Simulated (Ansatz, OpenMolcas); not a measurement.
## [SiCl3]+ (SMILES Cl[Si+](Cl)Cl): methods side by side

The species is [SiCl3]+ (4 atoms), meant as a singlet with charge +1. SMILES: `Cl[Si+](Cl)Cl`. Geometry: relaxed at PBE0-D4/def2-TZVP.

```xyz
4

Cl   -1.5560   -0.6223    0.9909
Si    0.0000   -0.0001   -0.0001
Cl    1.7720   -0.6696    0.4495
Cl   -0.2160    1.2920   -1.4403
```

Quantity: the energy change with the Si2–Cl4 bond stretched from 1.947 to 2.239 Å, in eV. The values are calculated.

| level | kind | program | value (eV) |
| --- | --- | --- | --- |
| TPSS/aug-cc-pVDZ (restricted) | meta-GGA | OpenMolcas | 0.47 |
| B3LYP/aug-cc-pVDZ (restricted) | global hybrid | Ansatz | 0.49 |
| r2SCAN0/aug-cc-pVDZ (restricted) | hybrid meta-GGA | Ansatz | 0.64 |
| B2PLYP/aug-cc-pVDZ (restricted) | double hybrid | OpenMolcas | 0.52 |
| RPA@PBE0/aug-cc-pVDZ (restricted) | RPA | Ansatz | 0.46 |
| MP2/aug-cc-pVDZ (restricted) | perturbation theory | OpenMolcas | 0.55 |
| BCCD(T)/aug-cc-pVDZ (restricted) | coupled cluster or CI | Ansatz | 0.49 |
| CCSD/aug-cc-pVDZ (restricted) | coupled cluster or CI | Ansatz | 0.52 |

The first shape isn't each level's own minimum. The values span 0.46 to 0.64 eV.
